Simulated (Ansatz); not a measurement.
Mulliken charges of BrFH3NOSi, SMILES `N[Si](O)(F)Br` from r2SCAN/def2-TZVPP in Ansatz (PBE0-D4/def2-TZVP geometry).

```
atom   x (Å)   y (Å)   z (Å)  charge (e)
  N1  -1.136   0.015   0.412      -0.430
 Si2   0.361   0.118  -0.367       0.799
  O3   1.478  -0.801   0.365      -0.385
  F4   0.091  -0.334  -1.864      -0.303
 Br5   1.272   2.121  -0.476      -0.221
  H6  -1.213   0.265   1.385       0.162
  H7  -1.973   0.256  -0.096       0.167
  H8   1.213  -1.697   0.585       0.211
```

By hand: the dipole of these point charges (1 e Å = 4.8032 D).

Σ q r = (-0.371, -0.244, 0.391) e Å, of length 0.592 e Å = 2.84 D.

How does the dipole of the full density compare? (An estimate is asked.)

Computed: (-0.456, -0.255, 0.388) e Å, 3.13 D; the point charges give 0.91 times that, at 6° from its direction.

Point charges leave out the atoms' own dipoles, such as those of lone pairs, and Mulliken's split depends on the basis, so the close match here is no proof of good charges.
